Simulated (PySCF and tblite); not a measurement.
The numbers below are computed, except where a source is named.
Stationary points of C$_{5}$H$_{8}$AsO$_{2}$ (charge -1) at GFN2-xTB, in Å:

Structure A

```
 1 O     3.206   -0.465    0.256
 2 C     2.300    0.227    0.723
 3 O     2.390    1.266    1.420
 4 C     0.817   -0.198    0.474
 5 C     0.412   -0.394   -0.983
 6 C    -1.120   -0.245   -1.131
 7 C    -1.749    0.295    0.162
 8 As   -0.281    1.297    1.115
 9 H     0.607   -1.116    1.043
10 H     0.754   -1.363   -1.357
11 H     0.910    0.375   -1.583
12 H    -1.575   -1.207   -1.395
13 H    -1.335    0.442   -1.956
14 H    -2.076   -0.538    0.790
15 H    -2.635    0.894   -0.066
16 H    -0.626    0.731    2.487
```

Structure B

```
 1 O     2.818    0.680   -0.488
 2 C     1.807    0.861    0.190
 3 O     1.304    1.957    0.551
 4 C     0.977   -0.368    0.674
 5 C     0.266   -1.021   -0.504
 6 C    -0.701    0.018   -1.055
 7 C    -1.548    0.559    0.095
 8 As   -0.410    0.536    1.727
 9 H     1.607   -1.091    1.208
10 H    -0.292   -1.910   -0.172
11 H     0.987   -1.329   -1.268
12 H    -1.325   -0.398   -1.858
13 H    -0.110    0.834   -1.476
14 H    -2.434   -0.064    0.258
15 H    -1.889    1.575   -0.124
16 H    -1.063   -0.830    2.232
```

Structure C

```
 1 O     2.886    0.707   -0.320
 2 C     1.925    0.774    0.446
 3 O     1.576    1.745    1.163
 4 C     0.959   -0.454    0.561
 5 C     0.332   -0.770   -0.804
 6 C    -1.130   -0.312   -0.846
 7 C    -1.324    0.844    0.125
 8 As   -0.388    0.301    1.774
 9 H     1.513   -1.318    0.951
10 H     0.389   -1.841   -1.034
11 H     0.914   -0.247   -1.571
12 H    -1.771   -1.143   -0.526
13 H    -1.424   -0.040   -1.868
14 H    -2.386    1.073    0.270
15 H    -0.825    1.744   -0.241
16 H    -1.259   -1.031    1.863
```

The path came from a restrained scan, a climbing-image band and a saddle search at GFN2-xTB; energies are PBE0/pcSseg-1 + D3(BJ)//GFN2-xTB, thermal terms GFN2-xTB.

Which structure is a saddle point, and along which motion?

A: one imaginary mode (84i cm⁻¹ at GFN2-xTB, mostly on C6, H13, C5), along the inversion of the 5-membered ring (4–5–6–7–8).

Give their symmetry and energies above the lowest.

A C1, 7.7 kcal/mol; B C1, 0.0 kcal/mol; C C1, 2.4 kcal/mol.

The ion is treated without a counter-ion. Spin–orbit effects of heavy atoms on shieldings are missing.
